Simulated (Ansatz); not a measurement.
`F[SiH]([SiH3])S` + H₂S → `F[SiH](S)S` + SiH₄ at 298.15 K and 1 bar (cleavage of the Si–Si bond).

Gas-phase electronic energies from Ansatz, PBE0-D4/def2-TZVP geometries. CCSD(T)/CBS adds triple-zeta CCSD(T) − MP2 to the extrapolated MP2 energy (def2 sets, frozen cores). This one scheme is used for every species. Each species was taken in one conformer, which may not be the lowest.

```
          species  CCSD(T)/CBS energy (Eh)  H − E (kJ/mol)  S (J/(mol·K))
`F[SiH]([SiH3])S`              -1078.81755           143.7          353.4
              H₂S               -398.97279            49.9          205.7
     `F[SiH](S)S`              -1186.35252           101.7          336.4
             SiH₄               -291.46306            92.1          204.8
```

H − E and S are ideal-gas, rigid-rotor, harmonic terms from PBE0-D4/def2-TZVP, for one conformer and one mirror image of each species. 1 Eh = 2625.50 kJ/mol, R = 8.31446 J/(mol·K).

Problem. By hand: ΔE, ΔH, ΔS and ΔG.

Solution. ΔE = (-1186.35252) + (-291.46306) − (-1078.81755) − (-398.97279) = -0.02524 Eh = -66.3 kJ/mol. Δ(H − E) = 101.7 + 92.1 − 143.7 − 49.9 = 0.2, so ΔH = -66.1 kJ/mol. ΔS = 336.4 + 204.8 − 353.4 − 205.7 = -17.9 J/(mol·K). ΔG = -66.1 − 298.15 × (-17.9)/1000 = -60.8 kJ/mol.

Problem. By hand: the equilibrium constant, and the temperature at which ΔG would vanish if ΔH and ΔS stayed fixed.

Solution. log₁₀ K = −ΔG/(RT ln 10) = 10.7. ΔG = 0 at ΔH/ΔS = 3693 K, far beyond where these terms or the molecules hold.

ΔH outweighs TΔS. A doubt of 5 kJ/mol in ΔE shifts log₁₀ K by 0.9 here. Other conformers and mirror images would add mixing entropy, several J/(mol·K) or more a flexible species. These are equilibria of isolated gas molecules and say nothing of rates. Largest T1 diagnostic: 0.013 (customary marks: 0.02 for closed shells, 0.045 for open ones).
